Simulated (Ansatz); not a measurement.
```yaml
crystal:
  periodic: [false, false, false]
  atoms:
    - {symbol: Si, position_ang: [1.146731, -0.463707, 0.481739]}
    - {symbol: Si, position_ang: [-1.629881, -0.125545, -0.488087]}
    - {symbol: Se, position_ang: [-0.760215, -0.363927, 1.671111]}
    - {symbol: Se, position_ang: [3.101666, -0.759965, 1.114920]}
    - {symbol: Se, position_ang: [0.390902, -0.212604, -1.642206]}
    - {symbol: Se, position_ang: [-2.249213, 1.925747, -1.137467]}
basis:
  gaussian: {orbitals: def2-TZVP, initial_orbitals: start.molden}
magnetization: {spin_polarized: true, initial_magnetization: 2}
hamiltonian: {xc: {name: wB97X-V}}
scf: {omitted_lower_state_checks: [starts]}
output: {orbitals: {seedname: orbitals}}
```

The file start.molden holds the orbitals of an earlier run on this structure, at another level or in another basis.

```sh
$ ansatz run in.yaml --threads 4 --pin off --events-out ev --progress --plain --max-ram 4787MiB
```

**Question.** Does this run fit into the memory that it is given?

**Answer.** No. It has 266 basis functions, and Ansatz plans for 6 GiB where 5 GiB are given.
